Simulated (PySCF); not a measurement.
C2H5AlF2. Atoms are numbered in the order given.

```xyz
10

Al    -0.0221    -0.5687     0.0000
F      1.6267    -0.7767     0.0000
F     -0.9317    -1.9592     0.0000
C     -0.8346     1.1942     0.0000
C      0.1422     2.3806     0.0000
H     -1.5103     1.2413     0.8742
H     -1.5103     1.2413    -0.8742
H      0.7990     2.3691    -0.8845
H      0.7990     2.3691     0.8845
H     -0.3908     3.3459     0.0000
```

The structure is a stationary point at B3LYP-D3(BJ)/def2-SVP. The structure was generated by enumeration; whether it is a known compound was not checked. Other conformers were not sampled.

Level of theory: CAM-B3LYP/def2-TZVP in PySCF.

Symmetry labels are those of the subgroup Cs that the program uses (full group Cs).

### Question
List the valence orbital energies around the gap with their symmetry. (An estimate is asked for; the answer gives what the named calculation found.)

### Answer

```csv
orbital,symmetry,energy (eV)
HOMO−7,A',-13.74
HOMO−6,A",-13.37
HOMO−5,A',-13.23
HOMO−4,A",-13.01
HOMO−3,A',-12.75
HOMO−2,A',-12.21
HOMO−1,A",-11.54
HOMO,A',-9.95
LUMO,A',0.23
LUMO+1,A",0.59
LUMO+2,A',1.90
LUMO+3,A',2.37
```
